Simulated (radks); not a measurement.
Q: Radial electron density D(r) = 4 pi r^2 rho(r) of an atom or ion with 31 electrons. All-electron calculation, scalar-relativistic Kohn-Sham, PBEsol, spin-polarised, spherical densities, point nucleus. Program: a radial shooting solver on a logarithmic mesh with Libxc functionals.

| r (bohr) | D(r) (e/bohr) | spin D(r) |
|---|---|---|
| 0.003245 | 2.517 | 0.00131 |
| 0.004259 | 4.015 | 0.00208 |
| 0.005635 | 6.361 | 0.00328 |
| 0.007397 | 9.689 | 0.00498 |
| 0.009787 | 14.42 | 0.00734 |
| 0.01295 | 20.47 | 0.0103 |
| 0.017 | 27.12 | 0.0133 |
| 0.02249 | 33.51 | 0.0159 |
| 0.02952 | 37.42 | 0.0172 |
| 0.03906 | 37.44 | 0.0176 |
| 0.05168 | 33.87 | 0.0207 |
| 0.06784 | 30.66 | 0.0340 |
| 0.08975 | 32.60 | 0.0648 |
| 0.1178 | 39.60 | 0.104 |
| 0.1559 | 43.90 | 0.129 |
| 0.2062 | 37.19 | 0.151 |
| 0.2707 | 25.30 | 0.268 |
| 0.3582 | 21.17 | 0.562 |
| 0.4702 | 25.40 | 0.804 |
| 0.6221 | 25.25 | 0.685 |
| 0.8231 | 16.67 | 0.396 |
| 1.08 | 7.944 | 0.498 |
| 1.429 | 3.431 | 1.05 |
| 1.876 | 2.090 | 1.49 |
| 2.483 | 1.488 | 1.38 |
| 3.285 | 0.8438 | 0.833 |
| 4.312 | 0.3284 | 0.328 |
| 5.705 | 0.07748 | 0.0775 |
| 7.488 | 0.01126 | 0.0113 |
| 9.908 | 0.0007321 | 0.000732 |

What is the nuclear charge?

A: Z = 31. The innermost maximum, from 1s, lies near gamma/Z bohr with gamma = sqrt(1 - (Z/c)^2) = 0.974, here 0.0314 bohr (found: 0.0341), and its height grows with Z. The density is that of neutral gallium in [Ar] 3d9.5 4s1 4p2.5; the configuration itself is not fixed sharply by these data, and Z only to about a unit. D(r) has 3 maxima, at r = 0.0341, 0.153, 0.543 bohr, and minima at 0.0723, 0.341 bohr, inside which lie 2.09, 10.92 electrons.
